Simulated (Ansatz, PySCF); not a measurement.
System: sum formula H$_{3}$BO$_{2}$, charge 0, multiplicity 1. 
Geometry from a B3LYP-D3(BJ)/def2-TZVP (Ansatz, a program for electronic structure) optimisation:
SMILES: OBO
```xyz
6

B     -0.0618     0.4717    -0.0887
O      1.1892     0.1032     0.2852
O     -1.0389    -0.4792    -0.1889
H     -0.2682     1.6242    -0.3195
H      1.2676    -0.8443     0.4518
H     -1.8927    -0.1309    -0.4590
```
Charge 0, spin multiplicity 1.

Total electronic energies in hartree. Cores are frozen in the correlated levels unless marked. No spin-orbit coupling. Non-relativistic. Basis-set limits of correlation are two-point, X^-3; Hartree-Fock from the larger set.

| level | program | energy (Eh) |
|---|---|---|
| HF/cc-pwCVTZ | Ansatz | -176.33814 |
| r2SCAN-D4/def2-TZVPD | Ansatz + dftd4 | -177.19061 |
| PBE0/def2-TZVP | Ansatz | -177.08246 |
| BHLYP-D4/def2-TZVPD | Ansatz + dftd4 | -177.20101 |
| TPSSh-D3(BJ)/def2-TZVPD | PySCF + dftd3 | -177.28548 |
| PW6B95-D3(BJ)/def2-TZVPD | PySCF + dftd3 | -177.48768 |
| MN15-D3(BJ)/def2-TZVPD | PySCF + dftd3 | -177.10975 |
| CAM-B3LYP-D3(BJ)/def2-TZVPD | Ansatz + dftd3 | -177.22374 |
| CAM-B3LYP-D4/def2-TZVPD | Ansatz + dftd4 | -177.22384 |
| B2GP-PLYP-D4/def2-TZVPD | Ansatz + dftd4 | -177.12946 |
| SCS-MP2/cc-pVDZ | Ansatz | -176.72563 |
| CCSD/aug-cc-pVDZ | Ansatz | -176.79589 |
| CCSD(T)/cc-pVTZ | Ansatz | -176.95613 |
| CCSD(T) with core electrons/cc-pwCVTZ | Ansatz | -177.12002 |
| CCSD(T)/CBS(cc-pVTZ,cc-pVQZ) | Ansatz | -177.0439 |

Totals of different functionals don't rank their quality; only differences between species are comparable.
